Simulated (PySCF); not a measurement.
hydrogen sulfide (H₂S), SMILES S. Atoms are numbered in the order given.

```xyz
3

S      0.0000     0.0000     0.1031
H      0.0000    -0.9703    -0.8249
H      0.0000     0.9703    -0.8249
```
Charge 0, spin multiplicity 1.

Geometry optimised at B3LYP-D3(BJ)/def2-TZVP.

Computed with PBE0/pcSseg-1 in PySCF.

GIAO shieldings, no solvent; atoms alike by connectivity are averaged. δ = σ(ref) − σ: ¹H against TMS (σ = 31.56 ppm), references at their B3LYP-D3(BJ)/def2-TZVP geometries, non-relativistic.

| nucleus | atoms | count | δ (ppm) |
|---|---|---|---|
| ¹H | H2, H3 | 2 | 1.07 |
